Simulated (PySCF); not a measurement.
## From computed data to an observable: oscillator strength and radiative lifetime

C₂H₆BFN₂, SMILES FB(N)/C=N/C.

The structure is a stationary point at B3LYP-D3(BJ)/def2-SVP. The structure was generated by enumeration; whether it is a known compound was not checked. One conformer was computed; it need not be the lowest.

TDA-PBE/def2-SVPD (PySCF 2.14.0) puts the first singlet state with f over 0.02 at 5.25 eV (vertical), with the transition dipole (-0.480, -0.730, 0.000) in atomic units.

**Question.** Find the oscillator strength, the wavelength and the radiative lifetime that this transition would have in vacuum if emission retraced absorption.

**Answer.** 
|μ|² = 0.7633 au, so |μ| = 2.22 D. ΔE = 5.25/27.211 = 0.1929 hartree. f = (2/3) ΔE |μ|² = 0.098 (the program prints 0.098).
λ = 1239.84/5.25 = 236 nm; ν = 42344 cm⁻¹.
Einstein's coefficient A = 0.6670 ν² f s⁻¹ (ν in cm⁻¹) = 1.2e8 s⁻¹, so τ = 1/A = 8.5 ns. This state is S2; the lower singlet has f = 0.002. The figure is the radiative limit of this one transition; relaxation, internal conversion, crossing to triplets and a medium change what is measured.
